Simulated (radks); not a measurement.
Radial electron density D(r) = 4 pi r^2 rho(r) of an atom or ion with 51.25 electrons. Method: scalar-relativistic Kohn-Sham, LDA (Slater exchange, Perdew-Wang correlation), spin-polarised, spherical densities, finite nucleus; Fermi nuclear charge, rms radius of each element as measured or else 0.836 A^(1/3) + 0.57 fm; computed with a radial shooting solver on a logarithmic mesh with Libxc functionals.

```
   r/bohr * D(r) (the largest magnitude, 91.3, reaches the edge; | marks zero)
 0.001231 | *
 0.001421 | *
 0.001628 |  *
 0.001881 |   *
 0.002155 |    *
 0.002488 |     *
 0.002874 |      *
 0.003292 |        *
 0.003802 |          *
 0.004356 |            *
 0.005031 |               *
 0.005764 |                  *
 0.006656 |                     *
 0.007687 |                         *
 0.008807 |                             *
  0.01017 |                                *
  0.01165 |                                    *
  0.01346 |                                      *
  0.01542 |                                        *
  0.01781 |                                         *
  0.02056 |                                         *
  0.02356 |                                        *
  0.02721 |                                      *
  0.03117 |                                     *
    0.036 |                                    *
  0.04125 |                                     *
  0.04764 |                                       *
  0.05501 |                                            *
  0.06303 |                                                 *
  0.07279 |                                                     *
  0.08339 |                                                      *
  0.09631 |                                                    *
   0.1103 |                                               *
   0.1274 |                                          *
   0.1472 |                                       *
   0.1686 |                                       *
   0.1947 |                                          *
   0.2231 |                                             *
   0.2576 |                                            *
   0.2952 |                                       *
   0.3409 |                             *
   0.3937 |                    *
   0.4511 |               *
   0.5209 |               *
   0.5968 |                *
   0.6892 |                 *
   0.7896 |               *
   0.9119 |            *
    1.053 |        *
    1.207 |     *
    1.394 |   *
    1.597 |  *
    1.844 |  *
    2.112 | *
     2.44 |*
    2.817 |*
    3.228 *
    3.728 *
    4.271 *
    4.932 *
    5.651 *
    6.526 *
```

What is the nuclear charge?

Answer. Z = 54. The innermost maximum, from 1s, lies near gamma/Z bohr with gamma = sqrt(1 - (Z/c)^2) = 0.919, here 0.017 bohr (found: 0.0187), and its height grows with Z. The density is that of the xenon ion Xe2.75+ in [Kr] 4d10 5s2 5p(up 2.75, down 0.5); the configuration itself is not fixed sharply by these data, and Z only to a few units. D(r) has 4 maxima, at r = 0.0187, 0.0827, 0.236, 0.673 bohr, and minima at 0.0363, 0.156, 0.493 bohr, inside which lie 1.98, 11.19, 28.96 electrons.
